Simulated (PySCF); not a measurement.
Compound: C2H7OSi2 (doublet state).
Cartesian coordinates in Å at the GFN2-xTB level; atoms count from 1:
```xyz
12
C2H7OSi2 angstrom
C      2.104   -0.109    0.674
Si     1.011   -0.006   -0.765
C     -0.655   -0.726    0.015
O     -0.861   -1.912   -0.029
Si    -1.876    0.460    0.939
H      2.108    0.643    1.445
H      2.618   -1.018    0.938
H      1.330   -0.876   -1.893
H      0.634    1.345   -1.191
H     -2.815   -0.334    1.722
H     -2.550    1.206   -0.122
H     -1.046    1.328    1.768
```

The hyperfine couplings belong to this conformer and change with its torsions.

The species is `[CH2][SiH2]C(=O)[SiH3]` [radical].

Method used: UKS B3LYP, pcH-1 on C H O Si, non-relativistic, mean-field spin-orbit, GIAO in PySCF 2.14.0. Geometry: GFN2-xTB, one conformer, isolated molecule. Couplings are sensitive to structure, and on GFN2-xTB geometries they can be far from those on DFT ones. Stability of the SCF solution: not tested.

Q: The isotropic 13C couplings are +73.4, +58.0 MHz. Assign them to C1; C3.

A: 
| site | a_iso (MHz) | ρ(0) (bohr⁻³) | position | distance from C1 (Å) | spin population | largest \|T\| (MHz) |
| --- | --- | --- | --- | --- | --- | --- |
| C1 | +73.4 | +0.0653 | largest spin population | 0.00 | +0.93 | 136.9 |
| C3 | +58.0 | +0.0517 | 2 bonds from C1 | 2.90 | +0.06 | 20.9 |

Q: The isotropic 29Si couplings are +54.8, -18.0 MHz. Assign them to Si2; Si5.

A: 
```
site  a_iso (MHz)  ρ(0) (bohr⁻³)         position  distance from C1 (Å)  spin population  largest |T| (MHz)
 Si2        +54.8        -0.0618   1 bond from C1                  1.81            -0.06                5.8
 Si5        -18.0        +0.0203  3 bonds from C1                  4.03            +0.03                8.8
```

Q: The isotropic 1H couplings, averaged over equivalent nuclei, are -52.0, +27.3, +1.0 MHz. Assign them to H6/H7; H8/H9; H10/H11/H12.

A: 
| site | a_iso (MHz) | ρ(0) (bohr⁻³) | position | distance from C1 (Å) | bound to | spin population there | largest \|T\| (MHz) |
| --- | --- | --- | --- | --- | --- | --- | --- |
| H6/H7 | -52.0 | -0.0116 | α, 1 bond from C1 | 1.08 | C1 | +0.93 | 33.7 |
| H8/H9 | +27.3 | +0.0061 | β, 2 bonds from C1 | 2.79 | Si2 | -0.06 | 4.3 |
| H10/H11/H12 | +1.0 | +0.0002 | 4 bonds from C1 | 4.52 | Si5 | +0.03 | 2.3 |

ρ(0) is the spin density at the nucleus and T the dipolar tensor; a_iso includes a spin–orbit part; entries for several nuclei are means. The Mulliken spin populations are largest on C1 (+0.93), O4 (+0.07) and C3 (+0.06). No atom but C1 exceeds +0.15. The angles at C1 add up to 358.5°, so it is planar; its axial dipolar tensor and the negative couplings of its protons fit spin in a p orbital normal to that plane.

Nuclei that the bonding pattern makes equivalent are averaged, as if the motion that swaps them (rotation, inversion, ring flip) were fast. The three 1H nuclei of mean +1.0 MHz run from -8.5 to 8.7 MHz in the frozen geometry. The 1H value of +27.3 MHz is a mean of couplings from 22.1 to 32.5 MHz in this one geometry, not an average over conformers.
